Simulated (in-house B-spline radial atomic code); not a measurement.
Sr. Computed with a B-spline radial atomic code. Model: all-electron spherical atom, spin shells full or empty, radial basis limit, no spin-orbit coupling, Breit or QED, empty-state partial waves extrapolated as (l+1/2)^-4, RPA, G0W0 and static COHSEX of the highest shell as one setting changes (uncorrelated shells keep exact exchange).

Empty levels are discrete states of a finite basis, so the steps are uneven.

Given: element Sr; charge 0; filled core Kr; hamiltonian one-electron scalar X2C; mean-field start PBE0; highest l of empty states 9; nuclear rms radius 4.224 fm; lowest nl shells left uncorrelated 7; highest mean-field shell 5s; box radius 40 bohr.

Shell: 5s 1 1 (electrons up and down).

| highest empty level kept (hartree) | RPA correlation energy (hartree) | G0W0 level (eV) | G0W0 minus most complete (meV) | COHSEX level (eV) | linearised minus solved G0W0 (meV) |
| --- | --- | --- | --- | --- | --- |
| 1 | -0.18742 | -5.6503 | 152.4 | -6.7917 | -4.8 |
| 2 | -0.23816 | -5.7263 | 76.4 | -6.9734 | -6.1 |
| 3.5 | -0.27369 | -5.7648 | 37.9 | -7.0726 | -6.8 |
| 6 | -0.29648 | -5.7831 | 19.7 | -7.1255 | -7.2 |
| 10 | -0.3121 | -5.793 | 9.7 | -7.1549 | -7.4 |
| 18 | -0.3226 | -5.7989 | 3.8 | -7.1743 | -7.5 |
| 30 | -0.32707 | -5.8013 | 1.4 | -7.1828 | -7.5 |
| 60 | ? | ? | ? | ? | ? |
| 120 | ? | ? | ? | ? | ? |
| 250 | -0.32968 | -5.8027 | 0 | -7.1875 | -7.6 |
| 600 | -0.32971 | -5.8027 | 0 | -7.1876 | -7.6 |
| 2000 | -0.32972 | -5.8028 | 0 | -7.1876 | -7.6 |

Task: What follows for highest empty level kept = 120?

Result: RPA correlation energy -0.32957 hartree; G0W0 level -5.8026 eV; G0W0 minus most complete 0.1 meV; COHSEX level -7.1869 eV; linearised minus solved G0W0 -7.6 meV.

Task: What follows for highest empty level kept = 60?

Result: RPA correlation energy -0.32931 hartree; G0W0 level -5.8024 eV; G0W0 minus most complete 0.3 meV; COHSEX level -7.186 eV; linearised minus solved G0W0 -7.6 meV.
